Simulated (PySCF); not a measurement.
Computed properties of SnF, SMILES [F][Sn+]

SnF, SMILES [F][Sn+] (connectivity only; charge and spin as stated), charge +1, multiplicity 1. Geometry: PBE0-D3(BJ)/def2-TZVP. The multiplicity is an assumed one; other spin states were not compared. The def2 effective core potentials stand for the cores of Sn; spin–orbit coupling is left out. Other conformers were not sampled. All values are computed for the isolated molecule unless a solvent is named; none is compared with measurement here.

**Structure.** The optimised structure has C∞v symmetry. All 1 harmonic modes at PBE0-D3(BJ)/def2-TZVP (PySCF) are real, so it is a minimum.

**Vibrations.** The strongest infrared lines (harmonic, unscaled, degenerate partners summed) lie at 694 cm⁻¹ (90 km/mol, F 86 %, Sn 14 %). The softest mode is at 694 cm⁻¹ and the zero-point energy is 1.0 kcal/mol.

**Electronic structure.** HF/def2-TZVPD (PySCF) places the frontier levels at -19.06 and -6.36 eV, a gap of 12.70 eV and a mean polarisability of 26.2 bohr³. PBE/def2-TZVPD (PySCF) at the same geometry gives -15.16 and -10.08 eV, so its gap is 7.62 eV narrower. An orbital gap is neither the optical nor the fundamental gap.

**Excitations.** TDA-B3LYP/def2-TZVPD (PySCF) has S1 at 5.98 eV (207 nm, f = 0.217, bright); the most intense of the 10 singlets computed lies at 10.26 eV (f = 1.14). Strengths of degenerate partners are summed. T1 (TDA) is at 4.68 eV, 1.30 eV under S1. TDA-PBE/def2-TZVPD (PySCF) puts S1 at 5.64 eV. No vertical singlet excitation falls in the visible range (under 3.1 eV).
